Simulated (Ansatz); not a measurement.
Computed with Ansatz.

A structure relaxed at PBE0-D4/def2-TZVP, charge 0, multiplicity 1:

```tsv
atom	x (Å)	y (Å)	z (Å)
F1	-0.261	1.386	-1.519
Si2	-0.032	-0.029	-0.861
F3	1.315	-0.611	-1.444
F4	-1.206	-0.970	-1.338
B5	0.039	0.060	1.146
Cl6	-0.145	1.569	1.977
Cl7	0.289	-1.406	2.038
```

Task: Give its formula and SMILES.

Result: BCl2F3Si, `F[Si](F)(F)B(Cl)Cl`.

Task: Point group (tolerance 0.08 Å, 0.16 Å for H)?

Result: Cs.

Task: Summarise the bond lengths by kind.

Result: 3 × F–Si 1.577 to 1.578 Å; 1 × B–Si 2.010 Å; 2 × B–Cl 1.732 to 1.734 Å.
